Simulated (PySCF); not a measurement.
C2H8F2Si2, SMILES C(C[SiH2][SiH3])(F)F.

Coordinates come from a B3LYP-D3(BJ)/def2-SVP optimisation. This is a generated structure with no PubChem entry under its InChIKey; it may be hypothetical. Other conformers were not sampled.

All values below come from PBE/def2-TZVP (PySCF).

Gas-phase values at a fixed geometry.

```json
{
  "total_energy": "-859.22598 hartree",
  "highest_occupied_level": "-7.20 eV",
  "lowest_empty_level": "-0.89 eV",
  "orbital_gap": "6.31 eV",
  "dipole_moment": "1.70 D",
  "quadrupole, principal values (traceless, Buckingham form, about the centre of nuclear charge)": "-6.36, 2.00, 4.35 D·Å",
  "mean_static_polarisability": "85.9 bohr³ (12.72 Å³)",
  "polarisability_principal_values": "74.3, 84.5, 98.8 bohr³"
}
```
